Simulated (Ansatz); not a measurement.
**Four-centre ligand exchange**

Start structure (BNH6O3, singlet), relaxed at PBE0-D4/def2-TZVP:

```xyz
11
angstrom
B -0.1189 0.0490 -0.3918
O 1.0265 0.6471 -1.0009
O -0.4004 -1.2877 -0.8098
O -1.2593 0.9014 -0.2754
H 1.3067 -0.5626 1.2746
N 0.3784 -0.1559 1.2467
H 0.7911 1.5123 -1.3380
H 0.1823 -1.5234 -1.5327
H -2.0311 0.4468 -0.6147
H 0.3942 0.7432 1.7149
H -0.2693 -0.7705 1.7270
```

The step: BH₃O₃ ([OH][B]([OH])[OH]) + NH₃ → BNH₄O₂ ([NH2][B]([OH])[OH]) + H₂O; bonds formed: O2–H5; dative contacts that become bonds: B1–N6; bonds broken: B1–O2, H5–N6. Ansatz 0.2.0; basis: def2-TZVPP and def2-QZVPP; cores frozen in the correlated methods. Extrapolation: Hartree–Fock as exp(−7.88 √X), correlation as X^−2.97. Energies below are by CCSD(T) at an estimated basis limit (MP2 extrapolated from triple and quadruple zeta, plus CCSD(T) − MP2 in triple zeta).

Question: What are the electronic barrier and the energy of the step, from the start structure to the end structure? (To be estimated.)

Answer: The calculation gives: Barrier 30.40 kcal/mol; step energy 2.42 kcal/mol (uphill); reverse barrier, their difference, 27.98 kcal/mol. Barrier and step energy count from the start structure, the reverse barrier from the end structure.

The saddle point: One imaginary mode of 1201i cm⁻¹.
| pair | start (Å) | saddle (Å) | end (Å) |
| --- | --- | --- | --- |
| B1–N6 | 1.72 | 1.57 | 1.43 |
| O2–H5 | 2.59 | 1.18 | 0.97 |
| B1–O2 | 1.43 | 1.69 | 3.20 |
| H5–N6 | 1.01 | 1.34 | 2.17 |

Zero-point energy (harmonic, PBE0-D4): ZPE is 54.94 kcal/mol at the start and 51.83 kcal/mol at the saddle, so the barrier goes from 30.40 to 27.29 kcal/mol.

No T1 diagnostic of these runs exceeds 0.012.

Labels in which every atom is bracketed show which atoms are joined, not bond orders.

For scale, one of the runs: CCSD(T)/def2-TZVPP, 239 basis functions, launched by `ansatz run in.yaml --threads 4 --pin off --events-out ev --progress --plain --max-ram 9574MiB`. Hardware: 4 CPU threads of an Arm Neoverse V1, shared host. Wall time 3 min; peak host memory 5 GiB.
